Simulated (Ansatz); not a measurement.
The same path of CH$_{8}$GeN$_{2}$ (12 atoms, charge 0, multiplicity 1) was run 3 times with different band settings. The coordinate that changes most is the dihedral H8–Ge2–N4–H11.

These are results of Ansatz, RKS CAM-B3LYP-D4/def2-SVP, not measurements.

Relaxed end points:

```xyz
12
Properties=species:S:1:pos:R:3
C -0.752 1.307 -0.728
Ge 0.404 -0.164 -0.212
N 1.311 0.254 1.319
N -0.706 -1.599 0.086
H -1.307 1.075 -1.649
H -1.479 1.514 0.071
H -0.153 2.212 -0.900
H 1.506 -0.417 -1.265
H 2.201 -0.215 1.455
H 0.770 0.204 2.179
H -1.457 -1.733 -0.586
H -0.259 -2.494 0.266
```

```xyz
12
Properties=species:S:1:pos:R:3
C -0.430 1.535 -0.517
Ge 0.258 -0.268 -0.308
N 1.136 -0.292 1.306
N -1.120 -1.469 -0.289
H -1.000 1.613 -1.453
H -1.097 1.783 0.321
H 0.385 2.273 -0.541
H 1.130 -0.687 -1.515
H 1.721 0.514 1.510
H 1.651 -1.139 1.533
H -0.894 -2.414 -0.583
H -1.662 -1.504 0.570
```

Common settings: movable images 7; spring 5.0 eV/Å²; start path IDPP; force threshold 0.05 eV/Å; end points relaxed.

| run | climbing image | optimiser | iteration limit | largest step |
| --- | --- | --- | --- | --- |
| 1 | yes | quadratic models (default) | 52 | default |
| 2 | from the first iteration | fire | 56 | default |
| 3 | yes | fire | 59 | 0.02 Å |

(1) What does each run give, and how far can it be trusted?

Results:

(1) Run 1: converged after 9 iterations, highest image 0.097 eV above the first end. A vibrational analysis at the climbing image gives one clearly imaginary mode, 166i cm⁻¹: a first-order saddle point.
Run 2: converged after 45 iterations, highest image 0.142 eV above the first end. The order of the stationary point at the top wasn't checked.
Run 3: converged after 38 iterations, highest image 0.137 eV above the first end. The order of the stationary point at the top wasn't checked.
